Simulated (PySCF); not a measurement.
From a computed spectrum to the compound

A species of 5 atoms with charge 0 has these harmonic modes (PBE0, small Gaussian bases with core potentials, PySCF 2.14.0):

```json
{"cm⁻¹": "165", "km/mol": "27.2", "symmetry": "t2"}
{"cm⁻¹": "165", "km/mol": "27.2", "symmetry": "t2"}
{"cm⁻¹": "165", "km/mol": "27.2", "symmetry": "t2"}
{"cm⁻¹": "170", "km/mol": "0.0", "symmetry": "e"}
{"cm⁻¹": "170", "km/mol": "0.0", "symmetry": "e"}
{"cm⁻¹": "666", "km/mol": "140.2", "symmetry": "t2"}
{"cm⁻¹": "666", "km/mol": "140.2", "symmetry": "t2"}
{"cm⁻¹": "666", "km/mol": "140.2", "symmetry": "t2"}
{"cm⁻¹": "676", "km/mol": "0.0", "symmetry": "a1"}
```

**Question.** Which species is it, and in which structure?

**Answer.** HfF4 (singlet):
```xyz
5

Hf    0.0000    0.0000    0.0000
F     1.0998    1.0998    1.0998
F    -1.0998   -1.0998    1.0998
F     1.0998   -1.0998   -1.0998
F    -1.0998    1.0998   -1.0998
```
Ideal gas at 298.15 K and 1 bar: S = 328.4 J/(mol K), Cp = 87.6 J/(mol K), H − H(0 K) = 19.3 kJ/mol (rigid rotor, harmonic modes, spin degeneracy alone). 
 This is one of several that fit.
